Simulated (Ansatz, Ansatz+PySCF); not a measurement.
```csv
atom,x (Å),y (Å),z (Å)
Be,0.0000,0.0000,-0.9191
Cl,0.0000,0.0000,0.9191
```

Basis set: def2-SVP (spherical functions). Left uncorrelated: 5 orbitals. Correlation on ROHF uses semicanonical orbitals with singles. Charge 0, multiplicity 2.

Computed with Ansatz (development build ahead of 0.2.0); each method stands on the lowest determinant of its kind that the runs found.

Question: Give the atomization energy at this shape (free ground-state atoms in the same class of orbitals less the molecule, no zero-point energy) of doublet BeCl by UHF-CCSD(T), UHF-MP2, ROHF-MP2, ROHF, UHF.

Answer:

```json
{"method": "UHF-CCSD(T)", "atomization energy": "75.69 kcal/mol"}
{"method": "UHF-MP2", "atomization energy": "92.12 kcal/mol"}
{"method": "ROHF-MP2", "atomization energy": "89.33 kcal/mol"}
{"method": "ROHF", "atomization energy": "83.18 kcal/mol"}
{"method": "UHF", "atomization energy": "80.57 kcal/mol"}
```

Caution for UHF-CCSD(T), UHF: a free atom is spin contaminated.
